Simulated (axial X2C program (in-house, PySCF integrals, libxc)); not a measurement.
VH: from the spin-free to the two-component result

Computed with an in-house relativistic program for diatomic molecules. Spin-free means the one-electron spin-free X2C Hamiltonian; two-component (2c) means X2C with spin–orbit coupling and atomic mean-field two-electron Coulomb and Gaunt terms, so the difference of the two also holds small scalar two-electron terms. Basis: V dyall-cv3z [10s10p6d4f2g], H dyall-v3z [6s2p1d] (cores contracted in-house); Gaussian nuclei, density fitting, unrestricted open shells. Masses: V 50.944 u, H 1.008 u.

Spin-free state: M_S = 2, Λ = 2 (beyond evenly filled blocks: σα, π+α, π-α, δ+α); fragments V + H.

| level | Re (Å) | ωe (cm⁻¹) | De (eV) | μ (D) |
| --- | --- | --- | --- | --- |
| PBE0 | 1.682 | 1659.7 | n/a | -2.65 |
| HF | 1.791 | 1541.1 | 1.835 | -1.97 |
| MP2 | 1.723 | 1598.0 | 2.122 | n/a |
| r2SCAN0 | 1.683 | 1671.3 | n/a | -2.56 |

Correlated methods: 6 electrons correlated (number of frozen shells: V 3 s, 2 p; H none), 212 virtual spin orbitals or spinors in MP2.

Dipoles are positive if H is the positive end.

Two-component determinant lowest at the distance of the search:

Ω = 4 (⟨Sz⟩ = 2.00, ⟨Lz⟩ = 2.00 at HF); fragments V + H.

| level | Re (Å) | ωe (cm⁻¹) | μ (D) |
| --- | --- | --- | --- |
| PBE0 | 1.682 | 1659.1 | -2.66 |
| HF | 1.791 | 1540.8 | -1.97 |
| MP2 | 1.722 | 1597.7 | n/a |
| r2SCAN0 | 1.683 | 1670.8 | -2.57 |

From the two tables, how do the constants change at the MP2 level (2c against spin-free)?

At the MP2 level Re is unchanged within 0.001 Å and ωe decreases by 0.3 cm⁻¹.

Occupations by symmetry block were frozen at the best pattern of an incomplete PBE0 search. Dissociation energies refer to the lowest single-determinant-based atoms at the same level and basis. De is not given where an atomic determinant may have missed its ground term or J level, or where the truncated virtual space spoils (T). Density functionals use the spin component along the axis (collinear). Other states lie close and PBE0, whose exact exchange favours high spin, may order them wrongly; the determinant shown need not be the ground state. The nearest other spin-free determinant of the search, M_S = 2, Λ = 1, lies 0.13 eV up at the distance of the search. The functionals have no current-density term, which raises determinants with orbital currents, atoms included. With several unpaired electrons one determinant need not be a pure state. A state of lower Ω lies just above, and one determinant can place such states too high, so the state shown need not be the lowest. The search has Ω = 1 only 0.10 eV up. The outer-core s and p shells of the metal are frozen in the correlated rows, which leaves out core–valence correlation; for alkali and alkaline-earth bonds that tends to lengthen them. Open-shell Ω = 0 determinants with evenly filled partner blocks cannot be reached by this program, so the Ω shown need not be the lowest component.
